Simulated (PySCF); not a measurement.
phosphoric acid cation (H₃O₄P), SMILES O=P(O)(O)O (connectivity only; charge and spin as stated), charge +1, multiplicity 2. Atoms are numbered in the order given.

```xyz
8

O      0.8284     0.1057     1.3234
P      0.0309     0.0209    -0.0125
O      1.0579    -0.2889    -1.1749
O     -0.9539    -1.2030    -0.1425
O     -0.8131     1.3276    -0.1189
H      0.5928     0.7764     1.9977
H     -0.6261    -2.1188    -0.0101
H     -1.3843     1.4974    -0.8961
```
Charge +1, spin multiplicity 2.

The structure is a stationary point at TPSSh-D3(BJ)/def2-SVP. The spin state was assumed, not searched. Other conformers were not sampled.

All values below come from PBE/pcH-1 (PySCF).

Unrestricted Kohn–Sham, ⟨S²⟩ = 0.753. Hyperfine tensors hold the contact and dipolar terms, without spin-orbit corrections.

**Question.** Estimate the hyperfine couplings. (The exact figures need the calculation; the answer reports its results.)

**Answer.** 
```json
[
 {"nucleus": "17O no. 1", "A(iso) (MHz)": "-1.2", "A(iso) (G)": "-0.4", "dipolar principal values (MHz)": "-18.6, 8.9, 9.7"},
 {"nucleus": "31P no. 2", "A(iso) (MHz)": "-106.0", "A(iso) (G)": "-37.8", "dipolar principal values (MHz)": "-3.9, -0.3, 4.2"},
 {"nucleus": "17O no. 3", "A(iso) (MHz)": "-18.2", "A(iso) (G)": "-6.5", "dipolar principal values (MHz)": "-239.9, 118.9, 121.0"},
 {"nucleus": "17O no. 4", "A(iso) (MHz)": "-3.9", "A(iso) (G)": "-1.4", "dipolar principal values (MHz)": "-62.4, 30.9, 31.5"},
 {"nucleus": "17O no. 5", "A(iso) (MHz)": "1.5", "A(iso) (G)": "0.5", "dipolar principal values (MHz)": "-4.6, 1.9, 2.7"},
 {"nucleus": "1H no. 6", "A(iso) (MHz)": "-3.5", "A(iso) (G)": "-1.2", "dipolar principal values (MHz)": "-5.3, -2.4, 7.7"},
 {"nucleus": "1H no. 7", "A(iso) (MHz)": "-10.3", "A(iso) (G)": "-3.7", "dipolar principal values (MHz)": "-14.7, -3.1, 17.7"},
 {"nucleus": "1H no. 8", "A(iso) (MHz)": "-1.1", "A(iso) (G)": "-0.4", "dipolar principal values (MHz)": "-2.3, -1.7, 3.9"}
]
```

**Question.** And the g tensor (effective nuclear charges for spin-orbit coupling, GIAO)? (Estimate from the structure and the level; the computed values follow.)

**Answer.** principal values 2.0036, 2.0074, 2.0269; isotropic 2.0126.
